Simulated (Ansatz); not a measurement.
Reaction (ligand exchange at the Si–C bond): `C=C=C(N)[SiH3]` + `[OH][Al]([OH])[OH]` → `[OH][Al]([OH])[O][SiH3]` + `C=C=CN`

Program: Ansatz. Geometries: PBE0-D4/def2-TZVP. ΔE: electronic, gas phase. CCSD(T)/CBS adds triple-zeta CCSD(T) − MP2 to the extrapolated MP2 energy (def2 sets, frozen cores). This one scheme is used for every species. DFT in def2-TZVPP. One conformer a species, not always the lowest.

Q: Is it downhill or uphill in electronic energy at CCSD(T)/CBS, and by how much? (An estimate is asked.)

A: Ansatz gave: Downhill: ΔE = -24.1 kcal/mol.

Q: What do these levels give: PBE-D4, PBE0-D4, PBE, CCSD/def2-TZVPP, MP2/def2-QZVPP, MP2/CBS(def2)? (An estimate is asked.)

A: Computed: PBE-D4 -20.4, PBE0-D4 -22.2, PBE -21.2, CCSD/def2-TZVPP -25.6, MP2/def2-QZVPP -23.7, MP2/CBS(def2) -23.4 kcal/mol.

Largest T1 diagnostic among the species: 0.013.

In def2-TZVPP, CCSD(T) changes the Hartree–Fock value by +6.6 kcal/mol (the triples alone add +1.2 kcal/mol) and MP2 by +7.3 kcal/mol. From PBE to PBE0 (25 % exact exchange), in def2-TZVPP and without D4, ΔE moves by −1.7 kcal/mol. The D4 term adds +1.2 kcal/mol with B3LYP and +0.6 kcal/mol with PBE0; it sums over pairs of atoms, weighted by their polarisabilities, and B3LYP, whose exchange is more repulsive, gets the larger term.

B3LYP here is the variant with VWN-RPA as its local correlation; programs differ in this.
